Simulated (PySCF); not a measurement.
HfF: from constants to spectrum

ROHF-CCSD(T) constants of HfF, ²Δ (doublet), unpaired electrons δ ↑ (PySCF, scalar-relativistic core potentials, basis sets Hf def2-TZVPPD with ECP60, F def2-TZVPPD; masses 179.9465 and 18.9984 u):

```
ωe                     : 662.4 cm⁻¹
ωexe                   : 2.67 cm⁻¹
Be                     : 0.27912 cm⁻¹
αe                     : 0.00157 cm⁻¹
De to Hf (5d2 6s2) + F : 6.89 eV
```

(1) What force constant and bond length do these constants imply?

(2) Estimate the centrifugal constant D from the Kratzer relation and find the Dunham coefficient a1.

Correlated steps freeze 1 core orbital. Spin–orbit coupling is left out, which matters for elements this heavy, above all for dissociation energies. The state is the lowest single determinant that the PBE0 search found; with open d or f shells the true ground state can be another one.

Results:

(1) Reduced mass μred = 17.184 u; k = 5.8918×10⁻⁷·μred·ωe² (u, cm⁻¹, mdyn/Å) = 4.44 mdyn/Å; Re = √(16.8576/(μred·Be)) (u, cm⁻¹, Å) = 1.875 Å.

(2) D = 4Be³/ωe² = 1.98e-07 cm⁻¹; a1 = −1 − αeωe/(6Be²) = -3.22.
